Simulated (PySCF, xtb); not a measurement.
H₉Si₄, SMILES [SiH2][SiH]([SiH3])[SiH3] (connectivity only; charge and spin as stated), charge +1, multiplicity 1.

Harmonic wavenumbers (cm⁻¹) from GFN2-xTB in xtb 6.7.1 at its own minimum, in rising order: 36, 42, 70, 73, 76, 101, 244, 308, 376, 382, 404, 422, 437, 454, 527, 537, 595, 727, 753, 758, 765, 766, 775, 865, 2039, 2212, 2265, 2278, 2279, 2287, 2292, 2309, 2320.

Q: What does B3LYP-D3(BJ)/def2-SVP run with PySCF give at its own minimum? (An estimate is asked for; the answer gives what the named calculation found.)

A: 8, 71, 81, 82, 103, 158, 337, 387, 394, 430, 447, 466, 552, 559, 618, 673, 680, 830, 852, 920, 923, 927, 931, 952, 2236, 2239, 2240, 2246, 2264, 2266, 2273, 2273, 2281. Paired by order, the mean absolute difference is 71 cm⁻¹ and the zero-point energies are 44.0 and 46.7 kcal/mol.
